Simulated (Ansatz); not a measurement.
Reaction (ligand exchange at the Si–S bond): `[AlH2][S][SiH3]` + `[OH][AlH][CH2]F` → `F[CH2][AlH][O][SiH3]` + `[AlH2][SH]`

Calculated with Ansatz (gas phase, PBE0-D4/def2-TZVP geometries, no zero-point term in ΔE). CBS: MP2 limit from def2 TZ/QZ plus the TZ coupled-cluster correction, frozen cores. This one scheme is used for every species. DFT in def2-TZVPP. One conformer a species, not always the lowest.

CCSD(T)/CBS gives -0.47 eV.

Problem. Another level gave -0.54 eV. Which?
A. PBE0/def2-TZVPP
B. SCS-MP2/def2-TZVPP
C. PBE-D4/def2-TZVPP
D. ωB97X-V/def2-TZVPP

Solution. B. SCS-MP2/def2-TZVPP -0.54, PBE0 -0.39, ωB97X-V -0.49, PBE-D4 -0.33 eV.

Largest T1 diagnostic among the species: 0.012.

From PBE to PBE0 (25 % exact exchange), in def2-TZVPP and without D4, ΔE moves by −0.04 eV. In def2-TZVPP, CCSD(T) changes the Hartree–Fock value by +0.20 eV (the triples alone add +0.04 eV) and MP2 by +0.24 eV.
